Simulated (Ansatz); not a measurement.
Reaction (ligand exchange at a Ge–Br bond): `[F][Ge]([F])([F])[Br]` + H–F → `[F][Ge]([F])([F])[F]` + HBr

Program: Ansatz. Geometries: PBE0-D4/def2-TZVP. ΔE: electronic, gas phase. CBS: MP2 limit from def2 TZ/QZ plus the TZ coupled-cluster correction, frozen cores. This one scheme is used for every species. Functionals use def2-TZVPP. HSE06 is defined as in plane-wave codes. For Br, Ge outer-core shells are correlated without core-valence functions, which leaves a few kJ/mol of doubt a bond. Scalar relativity is left out up to krypton.

```tsv
level	ΔE (kcal/mol)	difference from CCSD(T)/CBS
revPBE-D4	6.2	0.9
r2SCAN0-D4	4.6	-0.7
HSE06-D4	6.1	0.8
BHLYP-D4	4.6	-0.7
CAM-B3LYP-D4	3.1	-2.2
BLYP	3.0	-2.3
LC-ωPBE	3.4	-1.9
HF/def2-SVP	0.7	-4.6
HF/CBS(def2)	0.3	-5.0
CCSD/CBS(def2)	4.9	-0.4
CCSD(T)/CBS	5.3	0
```

Largest T1 diagnostic among the species: 0.012.

Leaving LDA and LC-ωPBE aside and taking each functional with its dispersion term where it has one, the values, not all of them listed here, spread over 3.8 kcal/mol, from B97M-V to revPBE-D4. The D4 term adds +1.5 kcal/mol with B3LYP and +0.8 kcal/mol with PBE0; it sums over pairs of atoms, weighted by their polarisabilities, and B3LYP, whose exchange is more repulsive, gets the larger term.

B3LYP here is the variant with VWN-RPA as its local correlation; programs differ in this.
